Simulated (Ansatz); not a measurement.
Total energies of H$_{6}$NNaSi$_{2}$.

Cartesian coordinates in Å:
```
Na -0.932 -1.538 1.815
N -0.066 -0.193 0.377
Si 1.161 0.923 0.648
Si -0.957 -0.611 -0.973
H 1.593 0.857 2.088
H 2.410 0.704 -0.152
H 0.784 2.356 0.412
H -1.916 -1.713 -0.520
H -0.222 -1.219 -2.129
H -1.854 0.434 -1.564
```

The species carries charge 0 and has multiplicity 1. Correlated methods include outer-core shells of Na, which these sets cover unevenly. The bonds changed during the relaxation, so this is another structure than the one it started from. Geometry: relaxed with PBE0-D4/def2-TZVP. Basis def2-TZVPP, Ansatz 0.2.0.

RPA on PBE orbitals: Hartree–Fock energy of these orbitals -797.71186 Eh, correlation -1.11524 Eh (frozen core).

| functional | kind | energy without D4 (Eh) | D4 term (kJ/mol) |
| --- | --- | --- | --- |
| LDA (SPW92) | LDA | -796.06237 | – |
| PBE | GGA | -799.22986 | -23.8 |
| BLYP | GGA | -799.69479 | -51.5 |
| r2SCAN | meta-GGA | -799.61690 | -5.6 |
| B97M-V | meta-GGA with VV10 | -799.53901 | – |
| r2SCANh | meta-GGA hybrid, 10 % | -799.60814 | -6.1 |
| r2SCAN0 | meta-GGA hybrid, 25 % | -799.59589 | -6.8 |
| BHLYP | global hybrid, 50 % | -799.69246 | -32.3 |
| ωB97X-V | range-separated hybrid GGA with VV10 | -799.58950 | – |
| ωB97M-V | range-separated hybrid meta-GGA with VV10 | -799.64032 | – |

**Question.** Give the same for revPBE, PBE0, B3LYP, HSE06 (plane-wave form), CAM-B3LYP, LC-ωPBE, B2PLYP, PBE-QIDH. (Best estimate.)

**Answer.** Computed: 
| functional | kind | energy without D4 (Eh) | D4 term (kJ/mol) |
| --- | --- | --- | --- |
| revPBE | GGA | -799.54165 | -66.6 |
| PBE0 | global hybrid, 25 % exact exchange | -799.31250 | -20.2 |
| B3LYP | global hybrid, 20 % | -799.79444 | -38.6 |
| HSE06 (plane-wave form) | screened hybrid | -799.29079 | -19.0 |
| CAM-B3LYP | range-separated hybrid | -799.71022 | -20.8 |
| LC-ωPBE | long-range corrected hybrid | -799.45043 | – |
| B2PLYP | double hybrid | -799.37552 | – |
| PBE-QIDH | double hybrid | -799.10548 | – |

B3LYP takes the VWN-RPA correlation (the form of Gaussian; ORCA's B3LYP/G). HSE06 is the plane-wave form, built on full-range PBE exchange. The double hybrids freeze the cores in their second-order part.

LC-ωPBE has ω = 0.4 bohr⁻¹.
